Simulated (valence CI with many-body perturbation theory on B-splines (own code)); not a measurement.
# Level structure of Pm55+

Computed by configuration interaction combined with many-body perturbation theory (CI+MBPT): four valence electrons over a frozen Dirac-Fock core [He], a basis of 11 s, 11 p, 9 d, 7 f, 5 g, 2 h, 1 i functions for each j, with the one-electron correlation potential Σ1 (screened to all orders), the two-electron term Σ2, the three-electron term Σ3, Breit, model QED; selected single and double excitations, second order for the rest (own B-spline code, finite nucleus).

The last digits are not significant, and no measured levels were compared; by estimate large intervals hold to a few tenths of a per cent, small ones and those within an open d or f shell to about a per cent. Among the levels kept, up to 280 cm⁻¹ of a level comes from second order outside the variational space, and about a tenth of that is noise between levels of different J, which matters for small intervals.

Levels 46 to 90 of 116, with energies above the lowest level, (2s^2 2p1/2^2) J=0. "Leading %" is the weight of the configuration and term that name the level; weights of strongly mixed levels are sums over their largest components and can fall short. In the jj column 3d3/2^4 stands for four electrons in 3d with j = 3/2. Lifetimes count E1, E2, E3, M1 and M2 decay at the calculated energies, and are blank where another channel may lead or the interval is too uncertain; long ones can be off by a factor of two.

```
No.  Configuration  Term  J  E (Ry)  Leading %                    Leading jj  Lifetime  Second component
 46        2s2p²3s    ³P  1  545.71         67      2s 2p1/2 2p3/2 3s (98 %)   8.26 fs   19 % 2s2p²3s ⁵P
 47        2s2p²3s    ³D  3  546.46         58      2s 2p1/2 2p3/2 3s (96 %)   15.8 fs   38 % 2s2p²3s ⁵P
 48        2s2p²3s    ³P  2  548.02         39      2s 2p1/2 2p3/2 3s (97 %)   8.48 fs   35 % 2s2p²3s ³D
 49        2s2p²3p   ⁵P°  1  549.15         39  2s 2p1/2 2p3/2 3p1/2 (100 %)   13.0 fs  31 % 2s2p²3p ⁵D°
 50        2s2p²3p   ⁵D°  2  549.85         47   2s 2p1/2 2p3/2 3p1/2 (99 %)   6.60 fs  19 % 2s2p²3p ³D°
 51        2s2p²3s    ¹P  1  550.68         26      2s 2p1/2 2p3/2 3s (56 %)   15.2 fs   21 % 2s²2p3p ¹P
 52        2s2p²3s    ³P  0  551.05         92      2s 2p1/2 2p3/2 3s (92 %)   7.82 fs    5 % 2s²2p3p ¹S
 53        2s2p²3s    ³P  1  551.53         60      2s 2p1/2 2p3/2 3s (98 %)   15.3 fs   32 % 2s2p²3s ³D
 54        2s2p²3s    ¹D  2  551.61         40      2s 2p1/2 2p3/2 3s (90 %)   17.3 fs   29 % 2s2p²3s ³P
 55        2s²2p3p    ³D  3  551.76         95       2s^2 2p3/2 3p3/2 (95 %)    136 fs                  
 56        2s2p²3p   ³D°  3  551.86         33   2s 2p1/2 2p3/2 3p1/2 (98 %)   4.12 fs  26 % 2s2p²3p ³F°
 57        2s²2p3p    ¹P  1  552.32         30       2s^2 2p3/2 3p3/2 (54 %)   15.2 fs   20 % 2s²2p3p ³S
 58        2s²2p3p    ³P  2  553.69         56       2s^2 2p3/2 3p3/2 (87 %)   63.4 fs   31 % 2s²2p3p ¹D
 59        2s2p²3p   ³P°  2  553.93         41   2s 2p1/2 2p3/2 3p1/2 (98 %)   7.31 fs  17 % 2s2p²3p ⁵S°
 60        2s²2p3p    ¹S  0  555.20         62       2s^2 2p3/2 3p3/2 (92 %)   72.8 fs   30 % 2s²2p3p ³P
 61        2s2p²3p   ³P°  0  555.81         46   2s 2p1/2 2p3/2 3p1/2 (92 %)   2.96 fs  24 % 2s2p²3p ⁵D°
 62        2s2p²3p   ³D°  1  555.88         56   2s 2p1/2 2p3/2 3p1/2 (92 %)   2.91 fs  16 % 2s2p²3p ³P°
 63        2s2p²3p   ³F°  2  555.99         40   2s 2p1/2 2p3/2 3p1/2 (85 %)   2.87 fs  20 % 2s2p²3p ¹D°
 64        2s²2p3d   ³D°  2  557.15         40       2s^2 2p3/2 3d3/2 (82 %)   2.46 fs  25 % 2s²2p3d ¹D°
 65        2s²2p3d   ³F°  3  557.54         52       2s^2 2p3/2 3d3/2 (94 %)   1.75 fs  28 % 2s²2p3d ¹F°
 66        2s²2p3d   ³P°  1  557.86         53       2s^2 2p3/2 3d3/2 (91 %)   1.58 fs  34 % 2s²2p3d ³D°
 67        2s²2p3d   ³P°  0  558.02         92       2s^2 2p3/2 3d3/2 (92 %)   2.13 fs                  
 68        2s2p²3p   ³D°  1  558.79         30   2s 2p1/2 2p3/2 3p1/2 (98 %)   7.69 fs  28 % 2s2p²3p ¹P°
 69        2s²2p3d   ³F°  4  559.77         97       2s^2 2p3/2 3d5/2 (97 %)   15.9 ps                  
 70        2s²2p3d   ³P°  2  560.56         46       2s^2 2p3/2 3d5/2 (96 %)   1.86 fs  36 % 2s²2p3d ¹D°
 71        2s²2p3d   ³D°  3  561.58         53       2s^2 2p3/2 3d5/2 (86 %)    928 as  37 % 2s²2p3d ¹F°
 72        2s2p²3p   ⁵D°  3  562.17         46   2s 2p1/2 2p3/2 3p3/2 (91 %)   8.71 fs  31 % 2s2p²3p ⁵P°
 73        2s²2p3d   ¹P°  1  562.27         56       2s^2 2p3/2 3d5/2 (88 %)   1.40 fs  22 % 2s²2p3d ³P°
 74        2s2p²3p   ⁵P°  1  562.71         25   2s 2p1/2 2p3/2 3p3/2 (88 %)   4.53 fs  20 % 2s2p²3p ³D°
 75        2s2p²3p   ³D°  2  563.56         43   2s 2p1/2 2p3/2 3p3/2 (95 %)   6.18 fs  19 % 2s2p²3p ⁵S°
 76        2s2p²3p   ³P°  0  564.50         82   2s 2p1/2 2p3/2 3p3/2 (99 %)   3.71 fs  13 % 2s2p²3p ⁵D°
 77        2s2p²3p   ³F°  4  564.75         59   2s 2p1/2 2p3/2 3p3/2 (98 %)    993 fs  40 % 2s2p²3p ⁵D°
 78        2s2p²3p   ³P°  2  564.94         38   2s 2p1/2 2p3/2 3p3/2 (81 %)   6.31 fs  20 % 2s2p²3p ¹D°
 79        2s2p²3p   ¹P°  1  565.49         29   2s 2p1/2 2p3/2 3p3/2 (75 %)   4.16 fs  15 % 2s2p²3p ³P°
 80        2s2p²3p   ³D°  3  566.30         51   2s 2p1/2 2p3/2 3p3/2 (98 %)   6.41 fs  26 % 2s2p²3p ¹F°
 81        2s2p²3d    ⁵F  2  566.97         45   2s 2p1/2 2p3/2 3d3/2 (99 %)   4.19 fs   17 % 2s2p²3d ³P
 82        2s2p²3d    ⁵D  1  567.10         50   2s 2p1/2 2p3/2 3d3/2 (99 %)   5.32 fs   21 % 2s2p²3d ⁵F
 83        2s2p²3d    ⁵D  0  567.16         84  2s 2p1/2 2p3/2 3d3/2 (100 %)   21.6 fs   15 % 2s2p²3d ³P
 84          2p³3s   ³P°  2  567.30         27       2p1/2^2 2p3/2 3s (57 %)   30.2 fs    15 % 2p³3s ⁵S°
 85        2s2p²3d    ⁵F  3  567.59         54   2s 2p1/2 2p3/2 3d3/2 (95 %)   4.71 fs   14 % 2s2p²3d ³F
 86          2p³3s   ¹P°  1  568.40         18       2p1/2^2 2p3/2 3s (59 %)   7.89 fs    16 % 2p³3s ³D°
 87        2s2p²3p   ³D°  3  569.50         43   2s 2p1/2 2p3/2 3p3/2 (99 %)   9.46 fs  36 % 2s2p²3p ³F°
 88        2s2p²3d    ⁵F  4  569.55         46   2s 2p1/2 2p3/2 3d3/2 (74 %)    572 fs   32 % 2s2p²3d ³G
 89        2s2p²3p   ³D°  2  569.75         29   2s 2p1/2 2p3/2 3p3/2 (84 %)   7.87 fs  15 % 2s2p²3p ³P°
 90        2s2p²3d    ³F  3  570.18         28   2s 2p1/2 2p3/2 3d3/2 (90 %)   1.58 fs   17 % 2s2p²3d ⁵P
```
